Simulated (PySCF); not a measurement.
## Correlation energy of Cr⁻ (chromium, charge -1)

[Ar] 3d5 4s2, high-spin 6S determinant. All numbers are calculated (PySCF 2.14, the non-relativistic Hamiltonian (point nucleus), in def2-TZVPPD). Frozen: [Ar]; 7 electrons correlated.

MP2 pair energies summed by pair of shells (mhartree):

| pair | energy | share (%) |
| --- | --- | --- |
| 3d-3d | -78.45 | 67.0 |
| 3d-4s | -21.15 | 18.1 |
| 4s-4s | -17.40 | 14.9 |

Total MP2 correlation energy: -117.00 mhartree.

Same-spin part -89.04 and opposite-spin part -27.96 mhartree; SCS-MP2 scales them by 1/3 and 6/5 to -63.24 mhartree.

The Hartree-Fock reference does not bind the outermost electron (its level is positive or very diffuse), so these energies belong to a reference that the basis holds together.
